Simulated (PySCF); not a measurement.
Species: C6H8OSi (charge +1 and doublet state).
Structure used (GFN2-xTB), in Å, numbered top down from 1:
```xyz
16
C6H8OSi angstrom
C      0.7808    0.4132   -2.1686
C      0.5621    0.2145   -0.9999
C      0.3599   -0.0430    0.3737
C     -0.9369   -0.0591    0.9116
C     -2.1069    0.1801    0.1707
C     -3.3410    0.1603    0.7391
O      1.3652   -0.2693    1.1532
Si     3.0420   -0.3711    1.1085
H      0.9482    0.5902   -3.1936
H     -1.0159   -0.2654    1.9717
H     -2.0048    0.3867   -0.8871
H     -3.4766   -0.0451    1.7895
H     -4.2279    0.3506    0.1580
H      3.2008   -1.8190    1.2157
H      3.5278    0.2004   -0.1415
H      3.3157    0.3849    2.3227
```

The hyperfine couplings belong to this conformer and change with its torsions.

As a line formula: `[CH+]=[C]/C(=C\C=C)O[SiH3]` [radical] (charge +1).

Method used: UKS B3LYP, pcH-1 on C H O Si, non-relativistic, mean-field spin-orbit, GIAO (PySCF). Geometry: GFN2-xTB, one conformer, isolated ion. A GFN2-xTB geometry isn't a minimum of the functional, and hyperfine couplings can be far from their values at a DFT geometry, by a factor of two or more for some ions and for spin on atoms past the first row. The SCF solution wasn't tested for stability.

(1) Give the principal g shifts and their parts.

(2) What are the electron Larmor frequencies g μB B/h along the three axes at 340 mT?

(3) What effective moment and Curie constant follow for a powder?

(4) At 9.459 GHz, how far is the centre of the isotropic spectrum from where a free electron (g = 2.002319) resonates?

(5) In a frozen sample, at which fields do the three g values resonate at 9.5, 34, 94 and 263 GHz (hyperfine left aside), and which band first spreads them over more than twice a line width of 0.3 mT?

Answers

(1) 
```json
{"Δg (ppm)": "relativistic mass correction", "1": "-167", "2": "-167", "3": "-167"}
{"Δg (ppm)": "gauge correction", "1": "-3", "2": "40", "3": "40"}
{"Δg (ppm)": "orbital Zeeman/spin–orbit", "1": "-5", "2": "1088", "3": "2033"}
{"Δg (ppm)": "total", "1": "-174", "2": "961", "3": "1906"}
```

So g = 2.00214, 2.00328, 2.00423 and g_iso = 2.00322; the tensor is rhombic: the two nearest values differ by 45 % of g3 − g1. Axes: g3 points within 1° of the C5–C6 bond.

(2) 9.5277, 9.5331, 9.5376 GHz for g1, g2 and g3, a range of 9.9 MHz.

(3) With the mean of g² = 4.0129 and S(S+1) = 0.75: μ_eff = √(⟨g²⟩S(S+1)) = 1.735 μB and χT = 0.12505·⟨g²⟩·S(S+1) = 0.376 cm³ K/mol (cgs; spin-Hamiltonian part alone).

(4) B = hν/(g μB) with μB/h = 13.99624 MHz/mT gives 337.52 mT for the free electron and 337.37 mT at g_iso, 0.15 mT lower.

(5) 
```
band    GHz  B(g3) mT  B(g2) mT  B(g1) mT  spread mT
   X    9.5    338.66    338.82    339.01       0.35
   Q   34.0   1212.05   1212.62   1213.31       1.26
   W   94.0   3350.96   3352.54   3354.45       3.48
   J  263.0   9375.57   9379.99   9385.31       9.74
```

The spread grows in proportion to the frequency. Q band is the first where it exceeds 0.6 mT.

The Mulliken spin populations are largest on C6 (+0.48), C4 (+0.30), C3 (+0.15) and C1 (+0.15). The positive populations add up to 1.22 and the negative ones to -0.22, together 2S = 1.

The HOMO–LUMO gaps are 4.27 eV among the α and 3.82 eV among the β orbitals.

The SMILES draws the unpaired electron on C2; the largest computed Mulliken spin population is on C6 (0.48 against -0.06).
